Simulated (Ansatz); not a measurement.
Cost and result for the atomization energy of CH₅GaSe, SMILES `[CH3][GaH][SeH]` (8 atoms, 7 bonds).

```xyz
8

C    -0.404    1.107   -0.032
Ga   -0.369   -0.801    0.419
Se    1.389   -2.141   -0.323
H    -1.401    1.402   -0.364
H     0.320    1.351   -0.809
H    -0.166    1.694    0.859
H    -1.429   -1.574    1.272
H     2.060   -1.038   -1.023
```

Charge 0, multiplicity 1. Correlated methods include outer-core shells of Ga, Se, which these sets cover unevenly. Scalar relativity is left out up to krypton. Geometry: relaxed with PBE0-D4/def2-TZVP. It is one conformer, not always the lowest. Program: Ansatz. All runs use 4 threads of an Intel Xeon 6975P-C on a shared host. Times are those of one run each, without the atoms' runs, and a repeat can differ threefold. Electronic energies, without spin–orbit coupling; frozen cores. CCSD(T)/CBS adds CCSD(T) − MP2 in def2-TZVPP to the MP2 limit, and its time is that of the two runs behind it. T1 = 0.011. With those shells the extrapolation isn't a true limit. B3LYP takes the VWN-RPA correlation (the form of Gaussian; ORCA's B3LYP/G).

CCSD(T)/CBS is a level of theory with its own doubt, some kJ/mol a heavy atom from the limit and from the frozen cores, so smaller differences don't rank the functionals.

```csv
level,functions,wall time,atomization (kcal/mol),difference from CCSD(T)/CBS,per bond
LDA (SPW92)/def2-TZVPP,197,0.5 s,656.8,72.0,10.3
BHLYP-D4/def2-TZVPP,197,1.3 s,567.8,-17.0,-2.4
r2SCAN-D4/def2-TZVPP (with forces),197,1.6 s,584.3,-0.5,-0.1
B3LYP-D4/def2-TZVPP (with forces),197,1.8 s,577.4,-7.4,-1.1
r2SCANh-D4/def2-TZVPP,197,1.9 s,581.9,-2.9,-0.4
B2PLYP/def2-TZVPP,197,1.9 s,573.1,-11.7,-1.7
PBE-QIDH/def2-TZVPP,197,2 s,579.4,-5.4,-0.8
CCSD(T)/def2-SVP,103,2.4 s,551.2,-33.6,-4.8
B97M-V/def2-TZVPP,197,3 s,582.7,-2.1,-0.3
ωB97M-V/def2-TZVPP (with forces),197,4 s,578.3,-6.5,-0.9
MP2/def2-QZVPP,385,8.5 s,580.8,-4.0,-0.6
CCSD(T)/def2-TZVPP,197,18 s,572.9,-11.9,-1.7
CCSD(T)/CBS(def2),–,26 s,584.8,0.0,0.0
```

From r2SCAN to r2SCAN0 (25 % exact exchange), in def2-TZVPP and without D4, the atomization energy moves by −5.9 kcal/mol: exact exchange takes away binding that semilocal exchange gives to molecules. In def2-TZVPP, CCSD(T) changes the Hartree–Fock value by +143.2 kcal/mol (the triples alone add +7.3 kcal/mol) and MP2 by +144.3 kcal/mol; breaking electron pairs costs correlation energy, which Hartree–Fock lacks. At CCSD(T), def2-SVP lies −33.7 kcal/mol from the extrapolated value and def2-TZVPP −11.9 kcal/mol: correlation converges slowly with the basis, and small sets miss more of it in the bonded molecule than in its fragments.

For some Ge, Se and Sn compounds the MP2-based and the directly extrapolated limit differ by 10 to 25 kJ/mol.
